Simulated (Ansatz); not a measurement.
System: sum formula SiP2H5 (charge 0, doublet). It need not be the lowest isomer of its formula. SMILES: P[SiH]P
Coordinates optimised at B3LYP-D3(BJ)/def2-TZVP (Ansatz, a program for electronic structure):
```xyz
8

P      1.9457     0.2100    -0.2277
Si    -0.2425     0.7852    -0.2391
P     -1.6281    -0.8211     0.5696
H      1.8981    -0.3322     1.0823
H      1.7552    -1.0537    -0.8536
H     -0.5911     1.2829    -1.5984
H     -2.8169    -0.1304     0.2147
H     -1.6140    -1.5922    -0.6258
```
Charge 0, spin multiplicity 2.

Parts of the frozen-core correlation energy in STO-3G (Ansatz, hartree). Frozen orbitals: 15; correlated occupied orbitals by spin: 10 and 9; virtual: 7 and 8. Open shells are spin-unrestricted. Spin-orbit coupling is left out. No relativistic terms.

```json
[
 {"term": "reference (HF)", "value": "-962.29563"},
 {"term": "MP2 opposite-spin", "value": "(withheld)"},
 {"term": "MP2 same-spin", "value": "(withheld)"},
 {"term": "CCSD correlation", "value": "-0.14606"},
 {"term": "(T)", "value": "(withheld)"},
 {"term": "T1 diagnostic", "value": "0.007"},
 {"term": "largest doubles amplitude", "value": "0.043"},
 {"term": "<S^2> of the reference", "value": "0.755"}
]
```

Problem. Some entries are withheld; supply them.

Solution. 
- MP2 opposite-spin, value: -0.09546
- MP2 same-spin, value: -0.00554
- (T), value: -0.00113
